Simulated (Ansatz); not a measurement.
## Ansatz (development build ahead of 0.2.0) run

```yaml
crystal:
  periodic: [false, false, false]
  atoms:
    - { symbol: C, position_ang: [0.03139, -0.03647, -1.82784] }
    - { symbol: I, position_ang: [0.01771, 0.02572, 0.36624] }
    - { symbol: H, position_ang: [0.00319, -1.08425, -2.17825] }
    - { symbol: H, position_ang: [-0.87664, 0.54435, -2.11579] }
    - { symbol: H, position_ang: [0.9017, 0.56382, -2.17753] }
basis:
  gaussian: { orbitals: STO-3G }
hamiltonian:
  xc: hf
correlation:
  method: mp2
  frozen_orbitals: { C: 1, H: 0, I: 18 }
```

The input is written out in the form of the current development build from the run's settings.

Output:

```json
{
 "Converged": "yes",
 "Reference energy": "-6889.83276 hartree",
 "Correlation energy": "-0.06884 hartree",
 "Total energy": "-6889.90161 hartree",
 "Spin squared of the determinant": "0.000"
}
```
